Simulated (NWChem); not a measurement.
System: ZnH2SO; SMILES [Zn]([OH])[SH]

NWChem input:

```
start job
memory heap 200 mb stack 900 mb global 1100 mb
geometry units angstroms noautosym nocenter noautoz
  Zn     0.058414     0.383059    -0.008495
  O     -0.060435     2.132892     0.247299
  H      0.227993     2.675449    -0.493185
  S      0.130229    -1.775203    -0.200162
  H      1.349428    -1.855637     0.380375
end
basis spherical
  Zn library pcsseg-1
  O library pcsseg-1
  H library pcsseg-1
  S library pcsseg-1
end
dft
  xc slater vwn_5
  iterations 150
end
property
  shielding
end
task dft property
```

Output (shortened):

```
             Northwest Computational Chemistry Package (NWChem) 7.3.0
             --------------------------------------------------------

                             Geometry "geometry" -> ""
                             -------------------------

 Output coordinates in angstroms (scale by  1.889725989 to convert to a.u.)

  No.       Tag          Charge          X              Y              Z
 ---- ---------------- ---------- -------------- -------------- --------------
    1 Zn                  30.0000     0.05841400     0.38305900    -0.00849500
    2 O                    8.0000    -0.06043500     2.13289200     0.24729900
    3 H                    1.0000     0.22799300     2.67544900    -0.49318500
    4 S                   16.0000     0.13022900    -1.77520300    -0.20016200
    5 H                    1.0000     1.34942800    -1.85563700     0.38037500

 Effective nuclear repulsion energy (a.u.)     232.5185225212

                              NWChem Property Module
                              ----------------------

  itol2e modified to match energy
  convergence criterion.

                                 NWChem DFT Module
                                 -----------------

 Summary of "ao basis" -> "ao basis" (spherical)
 ------------------------------------------------------------------------------
       Tag                 Description            Shells   Functions and Types
 ---------------- ------------------------------  ------  ---------------------
 Zn                         pcsseg-1                15       45   5s6p3d1f
 O                          pcsseg-1                 7       17   3s3p1d
 H                          pcsseg-1                 3        5   2s1p
 S                          pcsseg-1                10       24   4s5p1d

  itol2e modified to match energy
  convergence criterion.

            General Information
            -------------------
          SCF calculation type: DFT
          Wavefunction type:  closed shell.
          No. of atoms     :     5
          No. of electrons :    56
           Alpha electrons :    28
            Beta electrons :    28
          Charge           :     0
          Spin multiplicity:     1
          Use of symmetry is: off; symmetry adaption is: off
          Maximum number of iterations: 150
          AO basis - number of functions:    96
                     number of shells:    38
          Convergence on energy requested:  1.00D-07
          Convergence on density requested:  1.00D-05
          Convergence on gradient requested:  5.00D-04

              XC Information
              --------------
                        Slater Exchange Functional  1.000 local
                      VWN V Correlation Functional  1.000 local

             Grid Information
             ----------------
          Grid used for XC integration:  fine
          Radial quadrature: Mura-Knowles
          Angular quadrature: Lebedev.
          Tag              B.-S. Rad. Rad. Pts. Rad. Cut. Ang. Pts.
          ---              ---------- --------- --------- ---------
          Zn                  1.35      140          10.0       974
          O                   0.60       70          11.0       590
          H                   0.35       60          12.0       590
          S                   1.00      123          12.0       770
          Grid pruning is: on
          Number of quadrature shells:   453
          Spatial weights used:  Erf1

      Superposition of Atomic Density Guess
      -------------------------------------

 Sum of atomic energies:       -2250.78612608

      Non-variational initial energy
      ------------------------------

 Total energy =   -2251.317439
 1-e energy   =   -3600.756819
 2-e energy   =    1116.920858
 HOMO         =      -0.329752
 LUMO         =      -0.055384

   convergence    iter        energy       DeltaE   RMS-Dens  Diis-err
 ---------------- ----- ----------------- --------- --------- ---------
 d= 0,ls=0.0,diis     1  -2248.9289022281 -2.48D+03  2.37D-02  3.48D+00
 d= 0,ls=0.0,diis     2  -2248.0987856191  8.30D-01  2.15D-02  8.64D+00
 d= 0,ls=0.0,diis     3  -2248.9298209584 -8.31D-01  6.30D-03  1.58D+00
 d= 0,ls=0.0,diis     4  -2249.0616128262 -1.32D-01  3.04D-03  2.35D-01
 d= 0,ls=0.0,diis     5  -2249.0730301622 -1.14D-02  9.72D-04  8.05D-02
  Resetting Diis
 d= 0,ls=0.0,diis     6  -2249.0753378011 -2.31D-03  7.71D-04  9.60D-03
 d= 0,ls=0.0,diis     7  -2249.0759830367 -6.45D-04  7.08D-04  8.90D-04
 d= 0,ls=0.0,diis     8  -2249.0755213603  4.62D-04  4.21D-04  5.55D-03
 d= 0,ls=0.0,diis     9  -2249.0760944978 -5.73D-04  7.09D-05  6.66D-05
 d= 0,ls=0.0,diis    10  -2249.0761022605 -7.76D-06  1.53D-05  3.08D-06
 d= 0,ls=0.0,diis    11  -2249.0761025663 -3.06D-07  2.93D-06  4.38D-07
 d= 0,ls=0.0,diis    12  -2249.0761025877 -2.15D-08  8.65D-07  2.62D-08

         Total DFT energy =    -2249.076102587735
      One electron energy =    -3600.487308899113
           Coulomb energy =     1220.229340586226
    Exchange-Corr. energy =     -101.336656796045
 Nuclear repulsion energy =      232.518522521196

 Numeric. integr. density =       56.000000299042

[...]

          -----------------------------------------
          Chemical Shielding Tensors (GIAO, in ppm)
          -----------------------------------------

                                NWChem CPHF Module
                                ------------------

  scftype          =     RHF
  nclosed          =       28
  nopen            =        0
  variables        =     1904
  # of vectors     =        3
  tolerance        = 0.10D-03
  level shift      = 0.00D+00
  max iterations   =       50
  max subspace     =       30

 SCF residual:    2.4854351751745464E-005

Iterative solution of linear equations
  No. of variables     1904
  No. of equations        3
  Maximum subspace       30
        Iterations       50
       Convergence  1.0D-04

   iter   nsub   residual    time
   ----  ------  --------  ---------
     1      3    1.30D-05      47.0

      Atom:    1  Zn
        Diamagnetic
   2518.8357     -0.4770      0.2007
     -0.4770   2529.3698      0.7538
      0.2007      0.7538   2518.6210

        Paramagnetic
  -1470.3218    -74.6010    -16.4983
    -74.6010    -85.9277     73.0540
    -16.4983     73.0540  -1452.7111

        Total Shielding Tensor
   1048.5139    -75.0779    -16.2976
    -75.0779   2443.4421     73.8077
    -16.2976     73.8077   1065.9100

           isotropic =    1519.2887
          anisotropy =    1398.2951

          Principal Components and Axis System
                 1           2           3
             2451.4854   1068.2604   1038.1202

      1        -0.0540     -0.4563      0.8882
      2         0.9971     -0.0725      0.0234
      3         0.0537      0.8869      0.4589

      Atom:    2  O
        Diamagnetic
    366.8969      1.3787     -5.1971
      1.3787    406.8283     -4.4093
     -5.1971     -4.4093    378.0748

        Paramagnetic
    -67.2374    -24.0861     24.9391
    -24.0861    -52.5835     53.7104
     24.9391     53.7104   -117.8500

        Total Shielding Tensor
    299.6595    -22.7074     19.7420
    -22.7074    354.2449     49.3010
     19.7420     49.3010    260.2248

           isotropic =     304.7097
          anisotropy =     109.5091

          Principal Components and Axis System
                 1           2           3
              377.7158    307.7998    228.6135

      1        -0.1771      0.9155     -0.3612
      2         0.9178      0.0211     -0.3965
      3         0.3554      0.4018      0.8440

      Atom:    3  H
        Diamagnetic
     21.4528      3.9356     -4.5848
      3.9356     37.0488    -10.3058
     -4.5848    -10.3058     31.5066

        Paramagnetic
      0.3858     -0.5808      1.5565
     -0.5808      0.0026      1.1490
      1.5565      1.1490     -2.8781

        Total Shielding Tensor
     21.8387      3.3547     -3.0283
      3.3547     37.0515     -9.1568
     -3.0283     -9.1568     28.6285

           isotropic =      29.1729
          anisotropy =      21.9768

          Principal Components and Axis System
                 1           2           3
               43.8241     23.0130     20.6816

      1         0.1990     -0.3215      0.9258
      2         0.8214      0.5700      0.0214
      3        -0.5346      0.7561      0.3775

      Atom:    4  S
        Diamagnetic
   1054.4247     -0.7337      1.4950
     -0.7337   1062.7085      0.8096
      1.4950      0.8096   1051.9952

        Paramagnetic
   -237.6361    -50.9654     26.3747
    -50.9654   -270.2796    -23.6039
     26.3747    -23.6039   -288.7148

        Total Shielding Tensor
    816.7886    -51.6990     27.8698
    -51.6990    792.4289    -22.7943
     27.8698    -22.7943    763.2805

           isotropic =     790.8327
          anisotropy =     118.5722

          Principal Components and Axis System
                 1           2           3
              869.8808    751.8799    750.7373

      1         0.7418      0.6519      0.1572
      2        -0.5893      0.5219      0.6167
      3         0.3200     -0.5501      0.7713

      Atom:    5  H
        Diamagnetic
     37.6148     -4.3602      8.8326
     -4.3602     25.2464     -1.4147
      8.8326     -1.4147     22.5426

        Paramagnetic
      0.7952     -0.5851     -1.4109
     -0.5851      3.6547     -0.2677
     -1.4109     -0.2677      2.9018

        Total Shielding Tensor
     38.4100     -4.9452      7.4217
     -4.9452     28.9011     -1.6824
      7.4217     -1.6824     25.4444

           isotropic =      30.9185
          anisotropy =      19.0509

          Principal Components and Axis System
                 1           2           3
               43.6191     27.1115     22.0249

      1         0.8617      0.2631     -0.4339
      2        -0.3333      0.9383     -0.0928
      3         0.3827      0.2246      0.8962
```

Level: LDA (Slater exchange, VWN5)/pcSseg-1, GIAO. The geometry was optimised at PBE0/def2-SVP. The printed shielding anisotropy is the first printed principal value minus the mean of the other two.
